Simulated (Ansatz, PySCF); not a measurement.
Reaction (SMILES): CCCO + 3 [H][H] (H2) -> 3 C (CH4) + O (H2O)
Geometries: B3LYP-D3(BJ)/def2-TZVP minima from Ansatz (a program for electronic structure), one conformer each, not searched for the lowest.
Geometry of the first species:
SMILES: CCCO
```xyz
12

C     -1.8645    -0.1931    -0.3023
C     -0.5633    -0.0415     0.4803
C      0.6470     0.0514    -0.4275
O      1.8098     0.1901     0.3857
H     -1.8566    -1.0970    -0.9161
H     -2.0299     0.6578    -0.9677
H     -2.7210    -0.2579     0.3699
H     -0.5982     0.8550     1.1046
H     -0.4258    -0.8898     1.1558
H      0.5406     0.9120    -1.1014
H      0.7147    -0.8511    -1.0496
H      2.5829     0.2497    -0.1841
```
Charge 0, spin multiplicity 1.

Property: energy of full hydrogenation (enthalpy at 298 K, with B3LYP-D3(BJ) rigid-rotor harmonic-oscillator terms from PySCF), in kcal/mol. Correlated levels leave the core frozen unless marked. No spin-orbit coupling. No relativistic terms. CBS(X,Y): correlation extrapolated as X^-3; Hartree-Fock from the larger set. The bracket is a focal-point correction in the basis named.

From measured enthalpies of formation at 298 K: -50.3 kcal/mol (CCCO -61.0, CRC Handbook; [H][H] (H2) 0.0, ATcT 1.112; C (CH4) -17.8, ATcT 1.112; O (H2O) -57.8, ATcT 1.112). It holds spin-orbit effects, and any other conformers, which the calculations lack, and core correlation, which the frozen-core levels lack. This is an older compilation, not checked against later work.

```json
[
 {"level": "RI-HF/aug-cc-pVQZ", "program": "Ansatz", "energy of full hydrogenation (kcal/mol)": "-58.6", "error against measurement": "-8.3"},
 {"level": "BLYP-D4/def2-TZVPD", "program": "Ansatz + dftd4", "energy of full hydrogenation (kcal/mol)": "-48.0", "error against measurement": "2.3"},
 {"level": "PBE0-D3(BJ)/def2-TZVP", "program": "Ansatz + dftd3", "energy of full hydrogenation (kcal/mol)": "-48.8", "error against measurement": "1.5"},
 {"level": "PBE0/def2-TZVPD", "program": "Ansatz", "energy of full hydrogenation (kcal/mol)": "-51.8", "error against measurement": "-1.5"},
 {"level": "RPA@PBE/cc-pVQZ", "program": "Ansatz", "energy of full hydrogenation (kcal/mol)": "-47.8", "error against measurement": "2.5"},
 {"level": "RI-MP2/aug-cc-pVTZ", "program": "Ansatz", "energy of full hydrogenation (kcal/mol)": "-49.7", "error against measurement": "0.6"},
 {"level": "RI-MP2/CBS(aug-cc-pVTZ,aug-cc-pVQZ)+[CCSD(T)-MP2]/aug-cc-pVTZ", "program": "Ansatz", "energy of full hydrogenation (kcal/mol)": "-50.1", "error against measurement": "0.2"}
]
```
